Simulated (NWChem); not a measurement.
# CH3BrClIn; SMILES [Br][In]([Cl])[CH3]

No frequency run checked for a minimum. def2 effective core potentials on In; no spin-orbit coupling.

Task: Give the equilibrium geometry at PBE-D3(BJ)/def2-SVP with def2 effective core potentials on In (NWChem) as an XYZ file, with the point group.

Result: point group C1; any orientation.
```
7

In     0.3411    -0.4768     0.0044
Cl    -1.5694    -1.8792    -0.0082
Br    -0.2715     1.9532     0.0005
C      2.3604    -1.2416     0.0073
H      2.9827    -0.5986     0.6561
H      2.7369    -1.2070    -1.0326
H      2.3454    -2.2834     0.3752
```
